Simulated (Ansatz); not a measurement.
CH5FGeN (`C[NH][GeH][F]`) radical, 9 atoms. Charge 0, multiplicity 2. Correlated methods include outer-core shells of Ge, which these sets cover unevenly. Scalar relativity is left out up to krypton. All runs use 4 threads of an Intel Xeon 6975P-C on a shared host. Correlated methods freeze the cores. Open-shell runs search over several starts.

Question: Give the basis size and wall time and peak host memory of each of these runs in Ansatz. UKS PBE0-D4/def2-TZVP frequencies; UKS B97M-V/def2-TZVPP energy; UHF-CCSD(T)/def2-SVP energy; UKS ωB97M-V/def2-SVP energy; UKS PBE0-D4/def2-QZVPP energy; direct RPA on PBE orbitals/def2-TZVPP energy; UKS PBE0-D4/def2-TZVP relaxation (11 steps); UKS BHLYP-D4/def2-TZVPP energy; UKS ωB97M-V/def2-QZVPP energy; UHF-MP2/def2-QZVPP energy; UKS PBE0-D4/def2-SVP energy; UKS B3LYP-D4/def2-TZVPP energy and forces. (Best estimate.)

Answer: The calculation gave: Other jobs shared the machine, so times are rough.

| level | job | functions | wall time | peak host memory (GiB) |
| --- | --- | --- | --- | --- |
| UKS PBE0-D4/def2-SVP | energy | 99 | 1.1 s | 0.3 |
| UKS BHLYP-D4/def2-TZVPP | energy | 211 | 2.4 s | 0.7 |
| UKS B3LYP-D4/def2-TZVPP | energy and forces | 211 | 2.8 s | 0.67 |
| UKS ωB97M-V/def2-SVP | energy | 99 | 3.3 s | 0.49 |
| direct RPA on PBE orbitals/def2-TZVPP | energy | 211 | 4.3 s | 0.64 |
| UKS B97M-V/def2-TZVPP | energy | 211 | 5.5 s | 0.46 |
| UKS PBE0-D4/def2-QZVPP | energy | 410 | 8 s | 1.7 |
| UHF-CCSD(T)/def2-SVP | energy | 99 | 11 s | 0.91 |
| UKS ωB97M-V/def2-QZVPP | energy | 410 | 16 s | 2.2 |
| UHF-MP2/def2-QZVPP | energy | 410 | 16 s | 2.3 |
| UKS PBE0-D4/def2-TZVP | relaxation (11 steps) | 171 | 25 s | 0.54 |
| UKS PBE0-D4/def2-TZVP | frequencies | 171 | 72 s | 0.54 |

B3LYP here is the variant with VWN-RPA as its local correlation; programs differ in this.
